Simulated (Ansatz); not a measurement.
## Reading a saddle point

A first-order saddle point of SiH2BrClF2, singlet, PBE0-D4/def2-TZVP, with one imaginary mode of 325i cm⁻¹:

Si1  (-0.524, -0.048, -0.381)
Br2  (0.604, -1.463, 1.343)
F3  (-0.661, 0.995, -1.587)
F4  (-1.615, 0.463, 0.638)
H5  (-0.779, -1.283, -1.130)
H6  (1.546, 0.124, 1.003)
Cl7  (1.428, 1.211, 0.115)
(Å)

Program: Ansatz 0.2.0. Basis: def2-TZVPP and def2-QZVPP. Cores are frozen in the correlated methods. Filled d shells of the heavier atoms are correlated. The def2 sets are not built for correlating such inner shells, so the correlated values are less sure here. Extrapolation: Hartree–Fock as exp(−7.88 √X), correlation as X^−2.97.

(1) Which contacts change along the imaginary mode, and what lies on either side? (Judge from chemistry; the calculation decides.)

(2) Which side is lower, and how far does the saddle lie above each? (To be estimated.)

No T1 diagnostic of these runs exceeds 0.011.

Results:

(1) The calculation gives: The step is SiHBrF₂ ([F][SiH]([F])[Br]) + HCl → SiHClF₂ ([F][SiH]([F])[Cl]) + HBr, with the molecules in contact on both sides. Shortening one way: Si1–Cl7, Br2–H6; lengthening the same way: Si1–Br2, H6–Cl7.
| pair | one side (Å) | saddle (Å) | other side (Å) |
| --- | --- | --- | --- |
| Si1–Cl7 | 4.20 | 2.38 | 2.03 |
| Br2–H6 | 2.73 | 1.88 | 1.42 |
| Si1–Br2 | 2.19 | 2.50 | 3.93 |
| H6–Cl7 | 1.28 | 1.41 | 3.09 |

(2) The calculation gives: The side with Si1–Cl7, Br2–H6 short is lower by 2.18 kcal/mol; the saddle lies 38.12 kcal/mol above it and 35.94 kcal/mol above the other (CCSD(T) at an estimated basis limit (MP2 extrapolated from triple and quadruple zeta, plus CCSD(T) − MP2 in triple zeta); electronic energies).

Labels in which every atom is bracketed show which atoms are joined, not bond orders.

For scale, one of the runs: CCSD(T)/def2-TZVPP, 222 basis functions, launched by `ansatz run in.yaml --threads 8 --pin off --events-out ev --progress --plain --max-ram 19148MiB`. Time: 86 s of wall clock on 8 CPU threads of an Arm Neoverse V2; the host was shared. Peak host memory: 3.7 GiB.
